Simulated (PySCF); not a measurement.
# Electron correlation in Cl³⁺ (chlorine, charge +3)

[Ne] 3s2 3p2, high-spin 3P determinant. Calculation: PySCF 2.14, in def2-TZVPPD (6s6p4d1f, 51 functions); no relativity, point nucleus. Frozen: [Ne]; 4 electrons correlated.

```tsv
level	correlation energy (mhartree)
CCSD	-95.86
(T)	-2.09
CCSD(T)	-97.95
CCSDT	-98.55
```

Diagnostics: T1 = 0.0077, D1 = 0.0200, largest double amplitude 0.104.

Question: Is a single reference adequate?

Answer: Mostly. T1 lies below 0.03, but a double amplitude of this size points to a near-degeneracy that CCSD handles and MP2 describes poorly.
